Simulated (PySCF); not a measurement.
**cyclopentanecarbaldehyde (SMILES O=CC1CCCC1)**

Molfile (atoms numbered from 1):
```
C6H10O
     RDKit          3D

 17 17  0  0  0  0  0  0  0  0999 V2000
    2.5044   -1.2276    0.6696 O   0  0  0  0  0  0  0  0  0  0  0  0
    2.1286   -0.1354    0.3395 C   0  0  0  0  0  0  0  0  0  0  0  0
    0.8598    0.1691   -0.4165 C   0  0  0  0  0  0  0  0  0  0  0  0
   -0.0534   -1.0538   -0.6089 C   0  0  0  0  0  0  0  0  0  0  0  0
   -1.2476   -0.8033    0.3128 C   0  0  0  0  0  0  0  0  0  0  0  0
   -1.4189    0.7119    0.2642 C   0  0  0  0  0  0  0  0  0  0  0  0
    0.0165    1.2335    0.3390 C   0  0  0  0  0  0  0  0  0  0  0  0
    2.7326    0.7750    0.5999 H   0  0  0  0  0  0  0  0  0  0  0  0
    1.1908    0.5803   -1.3871 H   0  0  0  0  0  0  0  0  0  0  0  0
    0.4873   -1.9831   -0.3795 H   0  0  0  0  0  0  0  0  0  0  0  0
   -0.3892   -1.1129   -1.6556 H   0  0  0  0  0  0  0  0  0  0  0  0
   -1.0017   -1.1167    1.3419 H   0  0  0  0  0  0  0  0  0  0  0  0
   -2.1499   -1.3569    0.0125 H   0  0  0  0  0  0  0  0  0  0  0  0
   -2.0610    1.1128    1.0632 H   0  0  0  0  0  0  0  0  0  0  0  0
   -1.8751    1.0025   -0.6977 H   0  0  0  0  0  0  0  0  0  0  0  0
    0.3340    1.2863    1.3951 H   0  0  0  0  0  0  0  0  0  0  0  0
    0.1344    2.2450   -0.0755 H   0  0  0  0  0  0  0  0  0  0  0  0
  1  2  2  0
  2  3  1  0
  3  4  1  0
  4  5  1  0
  5  6  1  0
  6  7  1  0
  7  3  1  0
  2  8  1  0
  3  9  1  0
  4 10  1  0
  4 11  1  0
  5 12  1  0
  5 13  1  0
  6 14  1  0
  6 15  1  0
  7 16  1  0
  7 17  1  0
M  END
```

Computed with quadratic response CAM-B3LYP/aug-cc-pVDZ first hyperpolarisability, Taylor convention, gas phase in PySCF 2.14.0. Geometry: PBE0-D3(BJ)/def2-SVP.

(1) Give β for the processes computed.

(2) Which lowest excitations, dipole and polarisabilities go with it?

Results:

(1) In 10⁻³⁰ esu, Taylor convention; the vector part is βᵢ = ⅓ Σⱼ (βᵢⱼⱼ + βⱼᵢⱼ + βⱼⱼᵢ); β∥ is 3/5 of the vector part along the dipole, the dipole points from − to +:
| process | λ (nm) | β vector norm | β∥ | β HRS | depolarisation ratio |
| --- | --- | --- | --- | --- | --- |
| static β(0;0,0) | ∞ | 1.00 | -0.39 | 0.39 | 6.07 |
| second harmonic β(−2ω;ω,ω) | 1907 | 1.04 | -0.40 | 0.41 | 6.06 |
| Pockels β(−ω;ω,0) | 1907 | 1.01 | -0.39 | – | – |
| second harmonic β(−2ω;ω,ω) | 1064 | 1.15 | -0.43 | 0.45 | 6.06 |
| Pockels β(−ω;ω,0) | 1064 | 1.05 | -0.40 | – | – |

(2) S1 4.36 eV (f = 0.000); S2 6.64 eV (f = 0.014); S3 7.16 eV (f = 0.008); dipole 2.90 D; isotropic α 72.4 au static, 72.6 au at 1907 nm, 72.9 au at 1064 nm, 73.0 au at 953.5 nm, 74.5 au at 532 nm.
